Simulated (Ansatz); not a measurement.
Geometry optimisation of Ge₂₂H₂₈, a nanocrystal cut from cubic germanium.

```yaml
crystal:
  periodic: [false, false, false]
  atoms:
    - {symbol: Ge, position_ang: [-3.744400, -0.969270, -1.956730]}
    - {symbol: Ge, position_ang: [-3.744630, 1.958480, 0.969220]}
    - {symbol: Ge, position_ang: [-0.964130, -0.964110, -4.744990]}
    - {symbol: Ge, position_ang: [-0.971440, -3.743040, -1.952220]}
    - {symbol: Ge, position_ang: [-0.862790, -0.862070, 0.867210]}
    - {symbol: Ge, position_ang: [1.952200, -3.745090, 0.968220]}
    - {symbol: Ge, position_ang: [1.885330, -0.909090, -1.885540]}
    - {symbol: Ge, position_ang: [1.958310, -0.969780, 3.743810]}
    - {symbol: Ge, position_ang: [-0.910450, 1.882900, -1.884780]}
    - {symbol: Ge, position_ang: [-0.960320, 4.746710, 0.961870]}
    - {symbol: Ge, position_ang: [1.889390, 1.886340, 0.905760]}
    - {symbol: Ge, position_ang: [-0.967140, 1.958690, 3.742740]}
    - {symbol: Ge, position_ang: [4.745170, -0.967760, 0.962860]}
    - {symbol: Ge, position_ang: [-2.370310, -2.371230, -3.375120]}
    - {symbol: Ge, position_ang: [-2.436930, 0.501900, -0.502130]}
    - {symbol: Ge, position_ang: [-2.368330, 3.378390, 2.368550]}
    - {symbol: Ge, position_ang: [0.433810, 0.434110, -3.339490]}
    - {symbol: Ge, position_ang: [0.501840, -2.433760, -0.503090]}
    - {symbol: Ge, position_ang: [0.508820, 0.506280, 2.434860]}
    - {symbol: Ge, position_ang: [3.374010, -2.373730, 2.368810]}
    - {symbol: Ge, position_ang: [3.342090, 0.432470, -0.436230]}
    - {symbol: Ge, position_ang: [0.435490, 3.338960, -0.437570]}
    - {symbol: H, position_ang: [-4.713420, -0.134050, -2.782700]}
    - {symbol: H, position_ang: [-4.701780, -1.801570, -1.116150]}
    - {symbol: H, position_ang: [-4.700720, 1.117280, 1.803370]}
    - {symbol: H, position_ang: [-4.715300, 2.785200, 0.135650]}
    - {symbol: H, position_ang: [-1.795570, -0.120570, -5.698650]}
    - {symbol: H, position_ang: [-0.123040, -1.793470, -5.701840]}
    - {symbol: H, position_ang: [-1.808370, -4.691920, -1.106190]}
    - {symbol: H, position_ang: [-0.140550, -4.719220, -2.772990]}
    - {symbol: H, position_ang: [-1.752080, -1.753320, 1.760850]}
    - {symbol: H, position_ang: [1.109910, -4.698550, 1.803500]}
    - {symbol: H, position_ang: [2.776880, -4.716780, 0.134990]}
    - {symbol: H, position_ang: [2.782990, -1.781000, -2.783820]}
    - {symbol: H, position_ang: [1.114080, -1.801140, 4.698380]}
    - {symbol: H, position_ang: [2.785770, -0.138300, 4.714710]}
    - {symbol: H, position_ang: [-1.779280, 2.782420, -2.784020]}
    - {symbol: H, position_ang: [-1.791000, 5.700830, 0.117750]}
    - {symbol: H, position_ang: [-0.116470, 5.700700, 1.792930]}
    - {symbol: H, position_ang: [2.788990, 2.787680, 1.773360]}
    - {symbol: H, position_ang: [-1.802090, 1.116100, 4.696340]}
    - {symbol: H, position_ang: [-0.137180, 2.784240, 4.717060]}
    - {symbol: H, position_ang: [5.701180, -1.796980, 0.120150]}
    - {symbol: H, position_ang: [5.699660, -0.125640, 1.794650]}
    - {symbol: H, position_ang: [-3.264930, -3.266900, -4.245590]}
    - {symbol: H, position_ang: [-3.261240, 4.249940, 3.264450]}
    - {symbol: H, position_ang: [1.317690, 1.319440, -4.232630]}
    - {symbol: H, position_ang: [4.244170, -3.268890, 3.264160]}
    - {symbol: H, position_ang: [4.236400, 1.315910, -1.320520]}
    - {symbol: H, position_ang: [1.319680, 4.232260, -1.323220]}
basis:
  gaussian: {orbitals: def2-SVP, fitting: {mean_field: def2-universal-jkfit}}
hamiltonian: {xc: r2scan, dispersion: d4}
scf: {lower_state_search: "off"}
output: {orbitals: {seedname: orbitals}}
relax: {f_tol: 0.03, max_steps: 70}
```

```sh
$ ansatz run in.yaml --threads 11 --pin off --events-out ev --progress --plain --max-ram 174080MiB --backend cuda --devices 0, --max-vram 75GiB
```

Shortened log:

```
Functional definition: r2SCAN
mean field -1243714.48848576 eV, -45705.6644318930 hartree, gradient 8.7e-6 eV, S^2 0.000000; 0 other end points of the search recorded, 0 dependent functions left out
relax step   1: F+E_penalty+E_count = -1243715.49472312 eV  Δ(F+E_penalty+E_count) = +0.000e0 eV  max|allowed force component| = 7.140e-1 eV/Å  Δτ_max = 0.0000 Å  (18 SCF iters, accepted)
mean field -1243714.70158209 eV, -45705.6722630387 hartree, gradient 2.8e-6 eV, S^2 0.000000; 0 other end points of the search recorded, 0 dependent functions left out
relax step   2: F+E_penalty+E_count = -1243715.72791855 eV  Δ(F+E_penalty+E_count) = -2.332e-1 eV  max|allowed force component| = 4.787e-1 eV/Å  Δτ_max = 0.1952 Å  (24 SCF iters, accepted)
mean field -1243714.91505752 eV, -45705.6801081163 hartree, gradient 1.8e-6 eV, S^2 0.000000; 0 other end points of the search recorded, 0 dependent functions left out
relax step   3: F+E_penalty+E_count = -1243715.93996701 eV  Δ(F+E_penalty+E_count) = -2.120e-1 eV  max|allowed force component| = 1.773e-2 eV/Å  Δτ_max = 0.1046 Å  (20 SCF iters, accepted)
Total energy: -1243715.93999564 eV, -45705.7177738974 hartree
Atom 0 at    -3.733052    -0.933469    -1.890890 Å, force     0.001217     0.004311    -0.003944 eV/Å
Atom 1 at    -3.731646     1.893629     0.934780 Å, force     0.001594     0.003793    -0.004244 eV/Å
Atom 2 at    -0.932411    -0.932126    -4.702588 Å, force    -0.002526    -0.002221    -0.001476 eV/Å
Atom 3 at    -0.938355    -3.732459    -1.888039 Å, force     0.003999     0.001325    -0.003787 eV/Å
Atom 4 at    -0.913176    -0.912694     0.915276 Å, force     0.012315     0.012382    -0.011903 eV/Å
Atom 5 at     1.889338    -3.733681     0.935374 Å, force     0.003734     0.001585    -0.003874 eV/Å
Atom 6 at     1.879837    -0.919159    -1.880691 Å, force    -0.004358     0.004669     0.004398 eV/Å
Atom 7 at     1.892438    -0.934276     3.732241 Å, force     0.003536     0.004262    -0.001482 eV/Å
Atom 8 at    -0.917643     1.879654    -1.880494 Å, force     0.004303    -0.004194     0.004423 eV/Å
Atom 9 at    -0.928508     4.703576     0.929408 Å, force    -0.002711     0.001879     0.002575 eV/Å
Atom 10 at     1.882742     1.880654     0.915628 Å, force    -0.004235    -0.004151    -0.004956 eV/Å
Atom 11 at    -0.932866     1.892889     3.731832 Å, force     0.003824     0.003932    -0.001736 eV/Å
Atom 12 at     4.702644    -0.933951     0.930891 Å, force     0.002025    -0.002289     0.002289 eV/Å
Atom 13 at    -2.336500    -2.335277    -3.300775 Å, force    -0.011353    -0.010890    -0.014359 eV/Å
Atom 14 at    -2.345042     0.483702    -0.482283 Å, force     0.000245    -0.009259     0.008648 eV/Å
Atom 15 at    -2.332765     3.303518     2.334165 Å, force    -0.010974     0.014871     0.011611 eV/Å
Atom 16 at     0.470690     0.469979    -3.298557 Å, force     0.000641     0.000307    -0.017491 eV/Å
Atom 17 at     0.482373    -2.345075    -0.482573 Å, force    -0.009595    -0.000461     0.009212 eV/Å
Atom 18 at     0.485801     0.485195     2.344624 Å, force    -0.009804    -0.010275     0.000090 eV/Å
Atom 19 at     3.300882    -2.336969     2.335151 Å, force     0.015002    -0.010626     0.011294 eV/Å
Atom 20 at     3.299470     0.469052    -0.472297 Å, force     0.017078     0.000721    -0.000317 eV/Å
Atom 21 at     0.472699     3.298062    -0.473136 Å, force     0.000692     0.017732    -0.000484 eV/Å
Atom 22 at    -4.647898    -0.047296    -2.762352 Å, force    -0.003034    -0.008483     0.003475 eV/Å
Atom 23 at    -4.631254    -1.813895    -0.997283 Å, force    -0.005825     0.001577    -0.005717 eV/Å
Atom 24 at    -4.629005     1.000667     1.816712 Å, force    -0.005958     0.005876    -0.001521 eV/Å
Atom 25 at    -4.647274     2.764933     0.049268 Å, force    -0.002670    -0.003538     0.008425 eV/Å
Atom 26 at    -1.812957    -0.043722    -5.605603 Å, force     0.002139    -0.014379    -0.008507 eV/Å
Atom 27 at    -0.045489    -1.812149    -5.607541 Å, force    -0.014149     0.002017    -0.007910 eV/Å
Atom 28 at    -1.821709    -4.624392    -0.990994 Å, force     0.001560    -0.006350    -0.006326 eV/Å
Atom 29 at    -0.055831    -4.653479    -2.756627 Å, force    -0.008261    -0.002548     0.003036 eV/Å
Atom 30 at    -1.806385    -1.805896     1.810924 Å, force    -0.000076    -0.000040    -0.000253 eV/Å
Atom 31 at     0.993967    -4.629002     1.816939 Å, force     0.006083    -0.006099    -0.001318 eV/Å
Atom 32 at     2.759407    -4.651322     0.050765 Å, force    -0.003317    -0.002657     0.008275 eV/Å
Atom 33 at     2.767067    -1.824828    -2.769233 Å, force    -0.004986     0.007087     0.004976 eV/Å
Atom 34 at     0.996361    -1.813685     4.628984 Å, force     0.006291     0.001062     0.006209 eV/Å
Atom 35 at     2.765096    -0.050840     4.648589 Å, force    -0.003754    -0.008154     0.002578 eV/Å
Atom 36 at    -1.822433     2.767863    -2.769020 Å, force     0.007409    -0.005405     0.005168 eV/Å
Atom 37 at    -1.808492     5.607590     0.041460 Å, force     0.002096     0.007980     0.014202 eV/Å
Atom 38 at    -0.040130     5.607506     1.809029 Å, force    -0.014159     0.008254    -0.002059 eV/Å
Atom 39 at     2.771909     2.769639     1.818975 Å, force    -0.005197    -0.005541    -0.006748 eV/Å
Atom 40 at    -1.814613     0.997351     4.626831 Å, force     0.001368     0.006286     0.006474 eV/Å
Atom 41 at    -0.049554     2.763918     4.649819 Å, force    -0.007932    -0.003812     0.002519 eV/Å
Atom 42 at     5.606513    -1.814349     0.043215 Å, force     0.008023     0.001929     0.014271 eV/Å
Atom 43 at     5.606721    -0.046306     1.811135 Å, force     0.008326    -0.014293    -0.002343 eV/Å
Atom 44 at    -3.232972    -3.231079    -4.187018 Å, force     0.002539     0.002620    -0.013845 eV/Å
Atom 45 at    -3.227753     4.190927     3.230281 Å, force     0.002408     0.014322    -0.002699 eV/Å
Atom 46 at     1.371304     1.370678    -4.176567 Å, force    -0.000218    -0.000638    -0.003149 eV/Å
Atom 47 at     4.187366    -3.233032     3.231123 Å, force     0.013848     0.002728    -0.002431 eV/Å
Atom 48 at     4.178414     1.368205    -1.373529 Å, force     0.002819    -0.000211     0.000143 eV/Å
Atom 49 at     1.372642     4.175220    -1.375327 Å, force    -0.000021     0.003008     0.000591 eV/Å
Dipole moment:     0.011984     0.011224    -0.011570 e Å
Checks for a lower state left out: stability, starts, cluster_reference, orbital_swaps, neighbouring_geometries, increment
```

Hardware: 11 threads of AMD EPYC 7R13 on a shared host and a whole NVIDIA H100 80GB HBM3. Wall time 29 s, peak host memory 1.8 GiB.

Single mean-field runs in def2-SVP are fitted with def2-universal-jkfit.
